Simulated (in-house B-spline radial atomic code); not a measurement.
Spin-orbit splittings of orbital energies (j = l + 1/2 less j = l - 1/2) and ratios of mean radii (lower j over upper j) along the 7-electron series, configuration [He] 2s2 2p3. Computed with an all-electron radial atomic-structure program (B-spline basis): Dirac-Hartree-Fock, average of the configuration, finite nuclei.

| ion | Z | splitting of 2p (eV) | radius ratio of 2p |
| --- | --- | --- | --- |
| Sn43+ | 50 | 253.97 | 0.95471 |
| Sb44+ | 51 | 276.95 | 0.95276 |
| Te45+ | 52 | ? | ? |
| I46+ | 53 | ? | ? |
| Xe47+ | 54 | 355.83 | 0.94663 |
| Cs48+ | 55 | 385.71 | 0.94449 |
| Ba49+ | 56 | 417.54 | 0.9423 |
| La50+ | 57 | 451.41 | 0.94006 |
| Ce51+ | 58 | 487.42 | 0.93777 |
| Pr52+ | 59 | 525.67 | 0.93543 |
| Nd53+ | 60 | 566.28 | 0.93304 |
| Pm54+ | 61 | 609.34 | 0.93059 |
| Sm55+ | 62 | 654.99 | 0.9281 |
| Eu56+ | 63 | 703.34 | 0.92555 |
| Gd57+ | 64 | 754.52 | 0.92294 |
| Tb58+ | 65 | 808.66 | 0.92028 |
| Dy59+ | 66 | 865.89 | 0.91756 |
| Ho60+ | 67 | 926.35 | 0.91479 |
| Er61+ | 68 | 990.21 | 0.91195 |
| Tm62+ | 69 | 1057.6 | 0.90906 |
| Yb63+ | 70 | 1128.7 | 0.90611 |
| Lu64+ | 71 | 1203.66 | 0.9031 |
| Hf65+ | 72 | 1282.67 | 0.90002 |
| Ta66+ | 73 | ? | ? |
| W67+ | 74 | 1453.57 | 0.89369 |
| Re68+ | 75 | 1545.85 | 0.89042 |

(1) Fill in the row of Te45+.

(2) Fill in the row of I46+.

(3) Fill in the row of Ta66+.

(4) With what power of Z does the column «splitting of 2p (eV)» change over this range?

Results:

(1) splitting of 2p (eV): 301.54; radius ratio of 2p: 0.95077.

(2) splitting of 2p (eV): 327.8; radius ratio of 2p: 0.94872.

(3) splitting of 2p (eV): 1365.91; radius ratio of 2p: 0.89689.

(4) A fit of the logarithm of its size against log Z from Z = 50 to 75 has slope 4.45. An unscreened hydrogenic electron would give 4 at low Z; screening makes the apparent power larger near the neutral end, and relativity raises it again at high Z.
